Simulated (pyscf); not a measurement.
**O=Ga–OH (SMILES [O]=[Ga][OH]), singlet**

Gas-phase minimum from PySCF at ωB97X-D3(BJ)/def2-SVP, one conformer. 

SMILES: [O]=[Ga][OH]
```xyz
4

O      1.5122    -1.7866    -0.7622
Ga     0.5759    -0.4476    -0.9124
O     -0.3845     0.9984    -1.1207
H     -1.1200     1.1032    -0.5050
```

Bond lengths (Å): O1–Ga2 1.641, Ga2–O3 1.748, O3–H4 0.965. Angles (°): O1–Ga2–O3 177.9, Ga2–O3–H4 115.6.

Properties at ωB97X-D3(BJ)/def2-SVP:

```yaml
harmonic_wavenumbers_unscaled: 182, 190, 720, 797, 998, 3907 cm⁻¹
zero_point_energy: 9.7 kcal/mol
rotational_symmetry_number: 1
Entropy of this conformer at 298 K and 1 atm, rigid rotor and harmonic oscillator, modes under 100 cm⁻¹ raised to 100: 273.0 J/(mol K)
dipole_moment: 4.35 D
```

Single-point totals, which compare only within one level (frozen core for MP2 and CC):

| level | total energy (hartree) |
|---|---|
| ωB97X-D3(BJ)/def2-TZVP | -2075.93668 |
| PBE/def2-TZVP | -2075.52954 |
| r²SCAN/def2-TZVP | -2075.88525 |
| B3LYP-D3(BJ)/def2-TZVP | -2076.01881 |
| PBE0-D3(BJ)/def2-TZVP | -2075.55099 |
| M06-2X/def2-TZVP | -2075.89985 |
| ωB97M-D3(BJ)/def2-TZVP | -2076.02164 |
| HF/def2-TZVPP | -2073.59833 |
| MP2/def2-TZVPP | -2074.31777 |
| CCSD/def2-TZVPP | -2074.29694 |
| CCSD(T)/def2-TZVPP | -2074.33001 |

Soft torsions are taken as harmonic, which can shift the entropy by several J/(mol K). The CCSD(T) − MP2 part came from Ansatz, without density fitting, on the same reference. The frozen core leaves the outer d or s,p core shells of the metals and heavy elements correlated in the MP2 and CC values, and def2-TZVPP describes them poorly, so these totals are far from the basis limit. Elements up to Kr have no core potential and no relativistic terms here.
